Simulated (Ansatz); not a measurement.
The cluster CuCl₂⁻, relaxed as a singlet with RKS B3LYP-D4/def2-TZVPD in Ansatz, starting from the GFN1-xTB geometry. Force threshold 0.02 eV/Å.

The relaxation made no stability test and no search for a lower SCF solution. The structure comes from a short search, and lower isomers may exist.

Start:

```xyz
3

Cu    0.0017    0.0008   -0.0010
Cl    1.2225   -1.6189   -0.7055
Cl   -1.2241    1.6181    0.7064
```

```json
{"step": "1", "energy (eV)": "-69695.3091", "largest force component (eV/Å)": "0.103", "SCF passes": "16"}
{"step": "2", "energy (eV)": "-69695.3097", "largest force component (eV/Å)": "0.048", "SCF passes": "21"}
{"step": "3", "energy (eV)": "-69695.3099", "largest force component (eV/Å)": "0.001", "SCF passes": "21"}
```

Force components are those of the run's own axes.

End:

```
atom    x (Å)    y (Å)    z (Å)
 Cu1   0.0001   0.0001  -0.0001
 Cl2   1.2285  -1.6254  -0.7089
 Cl3  -1.2286   1.6253   0.7090
```

By distances, no bond broke or formed. The bond that changes most is Cu1–Cl2, from 2.15 to 2.16 Å (atoms count from 1).

No frequencies were taken in this run, so the end may be a saddle point.

It took 4.9 s on 4 threads of Intel Xeon Platinum 8259CL on a shared host.
